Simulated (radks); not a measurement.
Task: The mean radii <r> (bohr) of the occupied orbitals of an atom or ion are listed with their occupations. Calculated with a radial shooting solver on a logarithmic mesh with Libxc functionals: non-relativistic Kohn-Sham, BLYP, spin-polarised, spherical densities, point nucleus.

orbital  occ.      <r>
1s down     1  0.01967
1s up       1  0.01967
2s up       1  0.08293
2s down     1  0.08293
2p up       3  0.07010
2p down     3  0.07010
3s up       1   0.2098
3s down     1   0.2098
3p up       3   0.2001
3p down     3   0.2001
3d up       5   0.1750
3d down     5   0.1750
4s up       1   0.4645
4s down     1   0.4645
4p up       3   0.4697
4p down     3   0.4697
4d up       5   0.4809
4d down     5   0.4807
5s up       1    1.074
5s down     1    1.070
4f up       7   0.5219
4f down     7   0.5200
5p up       3    1.169
5p down     3    1.166
5d up       5    1.520
5d down     1    1.540

Name the element and its charge. Open shells, if any, are filled with parallel spins first.

Result: Z = 77, iridium, charge +3: Ir3+ in [Xe] 4f14 5d6. The 1s radius gives Z: for a bare nucleus <r> = 1.5/Z, 0.01948 bohr for Z = 77, and screening makes it slightly larger (0.01967 here). The occupations add up to 74, and the charge is Z minus that.
